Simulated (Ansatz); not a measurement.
A run for Ansatz (a quantum-chemistry and plane-wave program): R-MP2/def2-TZVPP on HOSn (SMILES [OH+]=[Sn]). Charge +1. Elements past Kr take the def2 small-core potentials; no spin–orbit coupling. The run froze 10 orbitals, filled d shells among them.

Ansatz 0.2 input:
```yaml
crystal:
  periodic: [false, false, false]
  atoms:
    - {symbol: O, position_ang: [-1.58235568, -0.14261937, 0.05487031]}
    - {symbol: Sn, position_ang: [0.28677763, 0.04407781, -0.01718678]}
    - {symbol: H, position_ang: [-2.51181433, 0.08924930, -0.03829532]}
basis:
  gaussian:
    orbitals: def2-TZVPP
total_charge: 1
magnetization: {spin_polarized: false}
correlation: {method: mp2, electrons: outside_noble_gas}
accuracy: high
phonons: {}
scf: {lower_state_search: off}
```

Output:

```
WARN ansatz: RAYON_NUM_THREADS=1 ignored (pool sized by the plan → 1); use --threads N
Functional definition: HF
these checks for a lower state are left out or cut short: starts, cluster_reference, orbital_swaps, neighbouring_geometries, increment
integrals: 0.12 GiB planned
1684 factors; integrals over basis functions are off by at most 2.1e-9 eV
mean field: 0.24 GiB planned
mean field evaluation 1: about -7841.7771 eV, gradient 8.3e1 eV
mean field evaluation 2: about -7841.7791 eV, gradient 8.3e1 eV
mean field evaluation 4: about -7853.3168 eV, gradient 9.4e0 eV
mean field evaluation 8: about -7853.5703 eV, gradient 2.0e-1 eV
mean field -7853.57063779 eV, -288.6133975975 hartree, gradient 7.4e-9 eV, S^2 0.000000; 0 other end points of the search recorded, 0 dependent functions left out
10 core orbitals not correlated
reference -7853.57063779 eV, -288.6133975975 hartree; 5, 5 occupied and 80, 80 virtual orbitals, 1684 factors
densities: 0.28 GiB planned
second order -8.29186790 eV of doubles, -0.00000000 eV of singles
the calculation of the forces begins
mean field evaluation 16: about -7853.5686 eV, gradient 4.3e-2 eV
these checks for a lower state are left out or cut short: starts, cluster_reference, orbital_swaps, neighbouring_geometries, increment
integrals: 0.12 GiB planned
1684 factors; integrals over basis functions are off by at most 2.1e-9 eV
mean field: 0.24 GiB planned
mean field -7853.57152723 eV, -288.6134302839 hartree, gradient 4.5e-8 eV, S^2 0.000000; 0 other end points of the search recorded, 0 dependent functions left out
10 core orbitals not correlated
reference -7853.57152723 eV, -288.6134302839 hartree; 5, 5 occupied and 80, 80 virtual orbitals, 1684 factors
densities: 0.28 GiB planned
second order -8.29096728 eV of doubles, -0.00000000 eV of singles
the calculation of the forces begins
these checks for a lower state are left out or cut short: starts, cluster_reference, orbital_swaps, neighbouring_geometries, increment
integrals: 0.12 GiB planned
1684 factors; integrals over basis functions are off by at most 2.1e-9 eV
mean field: 0.24 GiB planned
mean field evaluation 32: about -7853.5697 eV, gradient 3.4e-8 eV
mean field -7853.56971563 eV, -288.6133637085 hartree, gradient 3.4e-8 eV, S^2 0.000000; 0 other end points of the search recorded, 0 dependent functions left out
10 core orbitals not correlated
reference -7853.56971563 eV, -288.6133637085 hartree; 5, 5 occupied and 80, 80 virtual orbitals, 1684 factors
densities: 0.28 GiB planned
second order -8.29277889 eV of doubles, -0.00000000 eV of singles
the calculation of the forces begins
these checks for a lower state are left out or cut short: starts, cluster_reference, orbital_swaps, neighbouring_geometries, increment
integrals: 0.12 GiB planned
1684 factors; integrals over basis functions are off by at most 2.1e-9 eV
mean field: 0.24 GiB planned
mean field -7853.57016534 eV, -288.6133802352 hartree, gradient 5.3e-8 eV, S^2 0.000000; 0 other end points of the search recorded, 0 dependent functions left out
10 core orbitals not correlated
reference -7853.57016534 eV, -288.6133802352 hartree; 5, 5 occupied and 80, 80 virtual orbitals, 1684 factors
densities: 0.28 GiB planned
second order -8.29221592 eV of doubles, -0.00000000 eV of singles
the calculation of the forces begins
these checks for a lower state are left out or cut short: starts, cluster_reference, orbital_swaps, neighbouring_geometries, increment
integrals: 0.12 GiB planned
1684 factors; integrals over basis functions are off by at most 2.1e-9 eV
mean field: 0.24 GiB planned
mean field -7853.57086021 eV, -288.6134057712 hartree, gradient 5.2e-8 eV, S^2 0.000000; 0 other end points of the search recorded, 0 dependent functions left out
10 core orbitals not correlated
reference -7853.57086021 eV, -288.6134057712 hartree; 5, 5 occupied and 80, 80 virtual orbitals, 1684 factors
densities: 0.28 GiB planned
second order -8.29152102 eV of doubles, -0.00000000 eV of singles
the calculation of the forces begins
these checks for a lower state are left out or cut short: starts, cluster_reference, orbital_swaps, neighbouring_geometries, increment
integrals: 0.12 GiB planned
1684 factors; integrals over basis functions are off by at most 2.1e-9 eV
mean field: 0.24 GiB planned
mean field -7853.57042067 eV, -288.6133896185 hartree, gradient 6.7e-8 eV, S^2 0.000000; 0 other end points of the search recorded, 0 dependent functions left out
10 core orbitals not correlated
reference -7853.57042067 eV, -288.6133896185 hartree; 5, 5 occupied and 80, 80 virtual orbitals, 1684 factors
densities: 0.28 GiB planned
second order -8.29208422 eV of doubles, -0.00000000 eV of singles
the calculation of the forces begins
these checks for a lower state are left out or cut short: starts, cluster_reference, orbital_swaps, neighbouring_geometries, increment
integrals: 0.12 GiB planned
1684 factors; integrals over basis functions are off by at most 2.1e-9 eV
mean field: 0.24 GiB planned
mean field evaluation 64: about -7853.5708 eV, gradient 9.4e-2 eV
mean field -7853.57085026 eV, -288.6134054057 hartree, gradient 6.6e-8 eV, S^2 0.000000; 0 other end points of the search recorded, 0 dependent functions left out
10 core orbitals not correlated
reference -7853.57085026 eV, -288.6134054057 hartree; 5, 5 occupied and 80, 80 virtual orbitals, 1684 factors
densities: 0.28 GiB planned
second order -8.29165458 eV of doubles, -0.00000000 eV of singles
the calculation of the forces begins
these checks for a lower state are left out or cut short: starts, cluster_reference, orbital_swaps, neighbouring_geometries, increment
integrals: 0.12 GiB planned
1684 factors; integrals over basis functions are off by at most 2.1e-9 eV
mean field: 0.24 GiB planned
mean field -7853.56891420 eV, -288.6133342565 hartree, gradient 5.6e-8 eV, S^2 0.000000; 0 other end points of the search recorded, 0 dependent functions left out
10 core orbitals not correlated
reference -7853.56891420 eV, -288.6133342565 hartree; 5, 5 occupied and 80, 80 virtual orbitals, 1684 factors
densities: 0.28 GiB planned
second order -8.29354236 eV of doubles, -0.00000000 eV of singles
the calculation of the forces begins
these checks for a lower state are left out or cut short: starts, cluster_reference, orbital_swaps, neighbouring_geometries, increment
integrals: 0.12 GiB planned
1684 factors; integrals over basis functions are off by at most 2.1e-9 eV
mean field: 0.24 GiB planned
mean field -7853.57226478 eV, -288.6134573880 hartree, gradient 4.4e-8 eV, S^2 0.000000; 0 other end points of the search recorded, 0 dependent functions left out
10 core orbitals not correlated
reference -7853.57226478 eV, -288.6134573880 hartree; 5, 5 occupied and 80, 80 virtual orbitals, 1684 factors
densities: 0.28 GiB planned
second order -8.29019158 eV of doubles, -0.00000000 eV of singles
the calculation of the forces begins
these checks for a lower state are left out or cut short: starts, cluster_reference, orbital_swaps, neighbouring_geometries, increment
integrals: 0.12 GiB planned
1684 factors; integrals over basis functions are off by at most 2.1e-9 eV
mean field: 0.24 GiB planned
mean field evaluation 96: about -7853.5699 eV, gradient 3.7e-8 eV
mean field -7853.56993215 eV, -288.6133716656 hartree, gradient 3.7e-8 eV, S^2 0.000000; 0 other end points of the search recorded, 0 dependent functions left out
10 core orbitals not correlated
reference -7853.56993215 eV, -288.6133716656 hartree; 5, 5 occupied and 80, 80 virtual orbitals, 1684 factors
densities: 0.28 GiB planned
second order -8.29256258 eV of doubles, -0.00000000 eV of singles
the calculation of the forces begins
these checks for a lower state are left out or cut short: starts, cluster_reference, orbital_swaps, neighbouring_geometries, increment
integrals: 0.12 GiB planned
1684 factors; integrals over basis functions are off by at most 2.1e-9 eV
mean field: 0.24 GiB planned
mean field -7853.57131417 eV, -288.6134224539 hartree, gradient 3.3e-8 eV, S^2 0.000000; 0 other end points of the search recorded, 0 dependent functions left out
10 core orbitals not correlated
reference -7853.57131417 eV, -288.6134224539 hartree; 5, 5 occupied and 80, 80 virtual orbitals, 1684 factors
densities: 0.28 GiB planned
second order -8.29118062 eV of doubles, -0.00000000 eV of singles
the calculation of the forces begins
these checks for a lower state are left out or cut short: starts, cluster_reference, orbital_swaps, neighbouring_geometries, increment
integrals: 0.12 GiB planned
1684 factors; integrals over basis functions are off by at most 2.1e-9 eV
mean field: 0.24 GiB planned
mean field -7853.57258243 eV, -288.6134690616 hartree, gradient 1.8e-8 eV, S^2 0.000000; 0 other end points of the search recorded, 0 dependent functions left out
10 core orbitals not correlated
reference -7853.57258243 eV, -288.6134690616 hartree; 5, 5 occupied and 80, 80 virtual orbitals, 1684 factors
densities: 0.28 GiB planned
second order -8.28984747 eV of doubles, -0.00000000 eV of singles
the calculation of the forces begins
these checks for a lower state are left out or cut short: starts, cluster_reference, orbital_swaps, neighbouring_geometries, increment
integrals: 0.12 GiB planned
1684 factors; integrals over basis functions are off by at most 2.1e-9 eV
mean field: 0.24 GiB planned
mean field -7853.56853701 eV, -288.6133203952 hartree, gradient 2.3e-8 eV, S^2 0.000000; 0 other end points of the search recorded, 0 dependent functions left out
10 core orbitals not correlated
reference -7853.56853701 eV, -288.6133203952 hartree; 5, 5 occupied and 80, 80 virtual orbitals, 1684 factors
densities: 0.28 GiB planned
second order -8.29389315 eV of doubles, -0.00000000 eV of singles
the calculation of the forces begins
Total energy: -7861.86250570 eV, -288.9181181225 hartree
Atom 0 at    -1.582356    -0.142619     0.054870 Å, force    -0.000011    -0.000033     0.000013 eV/Å
Atom 1 at     0.286778     0.044078    -0.017187 Å, force     0.000001     0.000012    -0.000005 eV/Å
Atom 2 at    -2.511814     0.089249    -0.038295 Å, force     0.000010     0.000021    -0.000008 eV/Å
Dipole moment:     0.096404     0.150884    -0.059833 e Å
Vibrations: 155.41 762.79 3858.72 cm⁻¹, zero-point energy 0.296131 eV
Checks for a lower state left out: starts, cluster_reference, orbital_swaps, neighbouring_geometries, increment
```

The run converged.

Cost: about 2.8 core-minutes (a rough figure).
